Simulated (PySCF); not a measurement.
**Electric field gradients and quadrupole coupling constants**

Species: C₄H₁₂NPSi₃.
SMILES with atom numbers: `[SiH3:1][Si@@H:2]([SiH2:3][PH2:4])[n:5]1[cH:6][cH:7][cH:8][cH:9]1` (hydrogens: H10, H11, H12 on Si1; H13 on Si2; H14, H15 on Si3; H16, H17 on P4; H18 on C6; H19 on C7; H20 on C8; H21 on C9)

Geometry (GFN2-xTB, Å), atoms numbered from 1 in this order:
```xyz
21
C4H12NPSi3 angstrom
Si    -1.1243   -2.5861   -0.8529
Si    -0.8929   -0.3047   -0.4334
Si    -1.9158    0.6528    1.4462
P     -2.4743    2.8171    1.2574
N      0.8319    0.0448   -0.3125
C      1.6128   -0.1865    0.7881
C      2.9130    0.0880    0.4927
C      2.9454    0.5054   -0.8590
C      1.6639    0.4624   -1.3155
H     -0.3130   -3.3981    0.0583
H     -2.5235   -2.9844   -0.6746
H     -0.7418   -2.9740   -2.2140
H     -1.2375    0.4965   -1.6303
H     -1.1410    0.5800    2.6924
H     -3.1857   -0.0412    1.7081
H     -1.2980    3.2001    0.6365
H     -3.1281    2.6627    0.0467
H      1.1695   -0.5297    1.7032
H      3.7518    0.0064    1.1560
H      3.8143    0.8016   -1.4133
H      1.2644    0.7038   -2.2806
```

Field gradients from the PBE0/pcSseg-1 density (PySCF, non-relativistic), principal values in atomic units, ordered |Vxx| ≤ |Vyy| ≤ |Vzz|:

```csv
atom,Vxx,Vyy,Vzz
N5,0.0673,0.3390,-0.4063
```

Find the asymmetry η = (Vxx − Vyy)/Vzz and the couplings χ = eQV/h (234.96 MHz × Q in barn × V in au), with Q(14N) = 0.02044 b.

```
atom            environment  nucleus     η  χzz (MHz)  χxx (MHz)  χyy (MHz)
  N5  pyrrole-type nitrogen      14N  0.67     -1.951      0.323      1.628
```

The tensor is traceless: Vxx + Vyy + Vzz = 0.

What is Vzz at N5 in SI units (1 au = 9.71736 × 10²¹ V/m²)?

-0.4063 au = -3.948 × 10²¹ V/m².

And the gradient at the other heavy atoms, for which no coupling is worked out here?

```tsv
atom	environment	Vzz (au)	η
Si1	SiH3 silicon	0.086	0.20
Si2	SiH silicon	0.459	0.23
Si3	SiH2 silicon	0.230	0.36
P4	three-coordinate phosphorus	-0.942	0.25
C6	aromatic CH next to a ring nitrogen	-0.222	0.49
C7	aromatic CH carbon	0.192	0.17
C8	aromatic CH carbon	0.187	0.18
C9	aromatic CH next to a ring nitrogen	-0.237	0.46
```

What couplings would deuterons (Q(2H) = 0.00286 b) have in place of the hydrogens, at this geometry?

| atom | bonded to | bond length (Å) | Vzz (au) | η | χzz (kHz) |
| --- | --- | --- | --- | --- | --- |
| H10 | Si1 | 1.466 | 0.1628 | 0.01 | 109 |
| H11 | Si1 | 1.466 | 0.1626 | 0.00 | 109 |
| H12 | Si1 | 1.466 | 0.1626 | 0.00 | 109 |
| H13 | Si2 | 1.481 | 0.1505 | 0.06 | 101 |
| H14 | Si3 | 1.469 | 0.1600 | 0.03 | 108 |
| H15 | Si3 | 1.471 | 0.1589 | 0.02 | 107 |
| H16 | P4 | 1.384 | 0.2122 | 0.06 | 143 |
| H17 | P4 | 1.385 | 0.2128 | 0.06 | 143 |
| H18 | C6 | 1.073 | 0.3432 | 0.12 | 231 |
| H19 | C7 | 1.073 | 0.3483 | 0.07 | 234 |
| H20 | C8 | 1.072 | 0.3487 | 0.07 | 234 |
| H21 | C9 | 1.072 | 0.3454 | 0.11 | 232 |

Geometry: GFN2-xTB, one conformer, isolated molecule. GFN2-xTB frequencies show an imaginary mode (21i cm⁻¹), so this geometry is no minimum at that level. GFN2-xTB bond lengths can be off by several hundredths of an ångström, more for odd bonds, and the gradients follow them. With so small a basis the couplings can be 20 % off.
